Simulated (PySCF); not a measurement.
C₃H₉NSi. Atoms are numbered in the order given.

```xyz
14

C      1.7304    -1.2345     0.4235
C      1.3117     0.0402     0.3285
N      0.0307     0.4880     0.0184
C     -0.2459     1.8969     0.2683
Si    -1.2240    -0.6394    -0.4822
H      1.0635    -2.0921     0.3004
H      2.7809    -1.4464     0.6250
H      2.0340     0.8506     0.4890
H     -1.2096     2.1813    -0.1768
H     -0.2896     2.1345     1.3477
H      0.5322     2.5353    -0.1862
H     -0.7329    -1.4743    -1.6140
H     -1.6477    -1.5602     0.6159
H     -2.3864     0.1908    -0.9003
```

Geometry optimised at B3LYP-D3(BJ)/def2-SVP. Other conformers were not sampled.

The numbers are results of HF/pcSseg-1 (PySCF), not measurements.

GIAO shieldings, no solvent; atoms alike by connectivity are averaged. δ = σ(ref) − σ: ¹³C against TMS (σ = 192.6 ppm); ¹⁵N against NH3 (σ = 267.3 ppm); ²⁹Si against TMS (σ = 393.8 ppm); ¹H against TMS (σ = 31.99 ppm), references at their B3LYP-D3(BJ)/def2-TZVP geometries, non-relativistic.

Question: Estimate the chemical shifts. (An estimate is asked for; the answer gives what the named calculation found.)

Answer: 
```
nucleus          atoms  count  δ (ppm)
-------  -------------  -----  -------
¹³C                 C2      1    157.1
¹³C                 C1      1     93.2
¹³C                 C4      1     39.4
¹⁵N                 N3      1     41.2
²⁹Si               Si5      1    -46.4
¹H                  H8      1     6.44
¹H       H12, H13, H14      3     4.45
¹H              H6, H7      2     4.45
¹H        H9, H10, H11      3     2.93
```
